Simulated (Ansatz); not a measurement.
`N=C[SiH2][SiH2]N` + H₂S → `N[SiH2]S` + `N=C[SiH3]`  (cleavage of the Si–Si bond)

Computed with Ansatz on PBE0-D4/def2-TZVP structures; ΔE is electronic, products minus reactants. CCSD(T)/CBS is the MP2 limit (def2-TZVPP, def2-QZVPP) plus CCSD(T) − MP2 in def2-TZVPP, frozen cores. This one scheme is used for every species. DFT in def2-TZVPP. One conformer a species, not always the lowest.

```
          level  ΔE (kJ/mol)
         r2SCAN        -57.6
CCSD/def2-TZVPP        -55.7
```

What does CCSD(T)/CBS give? (Estimate.)

Ansatz gave: -56.8 kJ/mol. The listed levels differ from it by -0.8, 1.1 kJ/mol.

Largest T1 diagnostic among the species: 0.013.

The D4 term adds +7.4 kJ/mol with B3LYP and +4.5 kJ/mol with PBE0; it sums over pairs of atoms, weighted by their polarisabilities, and B3LYP, whose exchange is more repulsive, gets the larger term. In def2-TZVPP, CCSD(T) changes the Hartree–Fock value by +19.2 kJ/mol (the triples alone add +2.1 kJ/mol) and MP2 by +11.1 kJ/mol.

B3LYP here is the variant with VWN-RPA as its local correlation; programs differ in this.
